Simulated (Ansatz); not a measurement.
Stepwise reaction of `N#[C][SnH]([C]#N)[C]#N` with hydrogen, as a gas-phase model of exchange steps in deposition or etching. ΔE in kJ/mol; ΔG adds harmonic PBE0-D4 terms to CCSD(T)/CBS, at 1 bar.

Isolated molecules relaxed with PBE0-D4/def2-TZVP in Ansatz; ΔE leaves out vibrations. CCSD(T)/CBS is the MP2 limit (def2-TZVPP, def2-QZVPP) plus CCSD(T) − MP2 in def2-TZVPP, frozen cores. This one scheme is used for every species. DFT in def2-TZVPP. B3LYP here is the variant with VWN-RPA as its local correlation; programs differ in this. def2 core potentials past Kr. For Sn outer-core shells are correlated without core-valence functions, which leaves a few kJ/mol of doubt a bond.

```csv
step,reaction,PBE-D4,B3LYP-D4,ωB97M-V,CCSD(T)/CBS,ΔG(400 K)
1,`N#[C][SnH]([C]#N)[C]#N` + H₂ → `N#[C][SnH2][C]#N` + `C#N`,-21.9,-24.0,-24.1,-16.3,-16.5
3,`N#[C][SnH3]` + H₂ → `[SnH4]` + `C#N`,6.3,6.0,7.4,12.7,17.6
```

Problem. Give the row of step 2, `N#[C][SnH2][C]#N` + H₂ → `N#[C][SnH3]` + `C#N`. (An estimate is asked.)

Solution. The calculation gave: 
```csv
step,reaction,PBE-D4,B3LYP-D4,ωB97M-V,CCSD(T)/CBS,ΔG(400 K)
2,`N#[C][SnH2][C]#N` + H₂ → `N#[C][SnH3]` + `C#N`,-8.5,-9.7,-9.1,-2.6,-0.5
```

Problem. By hand: ΔE of the 3 steps together at CCSD(T)/CBS.

Solution. (-16.3) + (-2.6) + (12.7) = -6.2 kJ/mol, or -2.1 kJ/mol a step.

In ΔE each step is higher than the one before. ΔG lies between -16.5 and 17.6 kJ/mol a step. PBE-D4 differs from CCSD(T)/CBS by -6.4 to -5.6 kJ/mol a step. Isolated molecules leave out the surface, adducts and barriers. Largest T1 diagnostic: 0.015.
